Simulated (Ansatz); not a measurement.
CF3NOTi (`O=C=[N][Ti]([F])([F])[F]`). Total charge 0; spin multiplicity 1. The structure was optimised at the PBE0-D4/def2-TZVP level. It is one conformer, not always the lowest.

```xyz
7

O     1.802   -1.280    2.269
C     1.139   -0.811    1.443
N     0.448   -0.323    0.585
Ti   -0.601    0.427   -0.759
F    -0.931   -0.770   -1.978
F     0.245    1.767   -1.480
F    -2.103    0.990   -0.081
```

**Question.** What is the dipole moment at r2SCAN/def2-TZVPP? (Estimate.)

**Answer.** The calculation gave: 0.04 D, zero by symmetry or nearly so.

**Question.** Give the Mulliken charges with r2SCAN, PBE, B3LYP in def2-TZVPP. (Best estimate.)

**Answer.** Computed: 
```csv
atom,r2SCAN,PBE,B3LYP
O1,-0.19,-0.13,-0.16
C2,0.26,0.12,0.20
N3,-0.43,-0.32,-0.40
Ti4,1.36,1.22,1.39
F5,-0.33,-0.30,-0.34
F6,-0.33,-0.30,-0.34
F7,-0.33,-0.30,-0.34
```

B3LYP here is the variant with VWN-RPA as its local correlation; programs differ in this.
